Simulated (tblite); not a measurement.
Write a Z-matrix for `C=C(C)[Si@H]1[SiH2]OC=C1OC` as optimised with GFN2-xTB.

Z-matrix in Å and degrees, rows numbered from 1:
```
C 
C   1  1.3254
C   2  1.4989  1  121.76
Si  2  1.8907  1  121.83  3  -179.47
Si  4  2.3143  2  117.98  1   123.73
O   5  1.6492  4   93.52  2   113.47
C   6  1.3631  5  121.42  4    -2.62
C   7  1.3347  6  121.77  5     1.92
O   8  1.3687  4  118.37  2    59.32
C   9  1.4060  8  117.75  4   179.96
H   1  1.0768  2  121.68  3  -179.90
H   1  1.0800  2  122.37  3    -0.06
H   3  1.0884  2  111.50  1    -1.07
H   3  1.0898  2  110.27  1  -122.15
H   3  1.0893  2  109.71  1   119.49
H   4  1.4710  2  109.72  1   -17.32
H   5  1.4617  4  120.17  2  -137.90
H   5  1.4654  4  120.23  2     4.29
H   7  1.0817  6  111.81  5  -178.03
H  10  1.0889  9  106.03  8   179.37
H  10  1.0952  9  111.38  8   -61.56
H  10  1.0954  9  111.34  8    60.30
```

The C–O distances run from 1.363 Å (O6–C7, drawn single) to 1.406 Å (O9–C10, drawn single), a spread of 0.043 Å. Of the pairs four or more bonds apart, C10···H19 is among the closest relative to their van der Waals radii: 2.63 Å, 91 % of the sum of Bondi's values. Si5 (oxygen-bound silicon) has angles from 93.5° to 120.2°. The 5-membered ring Si4–Si5–O6–C7–C8 has internal angles of 87.8° to 121.8°; it is almost planar, 0.01 Å rms from its mean plane, widest ring torsion 3°.

Structure optimised with GFN2-xTB, isolated species.

Point group: C1 (no symmetry element, even within 0.4 Å). Its GFN2-xTB frequencies are all real (lowest 26 cm⁻¹). The numbers are those of one conformer (C1–C2–Si4–Si5 124°, C7–C8–O9–C10 0°).

Hardware: one thread of an Arm Neoverse N1, shared host with 64 logical CPUs at a one-minute load of 62. Cost: 3.3 s wall. That covers the optimisation of the geometry.

All values are computed, not measured.
